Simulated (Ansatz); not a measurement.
Basis-set extrapolation for C3H8AlCl, SMILES `C[CH]([AlH2])CCl` (PBE0-D4/def2-TZVP geometry, frozen core, the Gaussian-basis code of Ansatz). Multiplicity 1, RHF reference.

```
                      def2-TZVPP   def2-QZVPP
                 HF  -819.723132  -819.748643
    MP2 correlation    -0.799250    -0.857832
CCSD(T) correlation    -0.895486      not run
```

Energies in hartree. Use E(X) = E(∞) + A·exp(−7.88·√X) for Hartree–Fock and E(X) = E(∞) + B·X^(−2.97) for correlation, with X = 3 and 4, and add CCSD(T) minus MP2 of the smaller set to the MP2 limit.

Question: What is the CCSD(T) energy at the basis-set limit?

Answer: HF limit: -819.748643 + (-0.025511) × 0.13774 = -819.75216. MP2 limit: -0.857832 + (-0.058582) × 0.74074 = -0.90123. Higher-order term: -0.895486 − (-0.799250) = -0.09624. Total: -820.74963 hartree, 82.2 kcal/mol below CCSD(T)/def2-TZVPP.
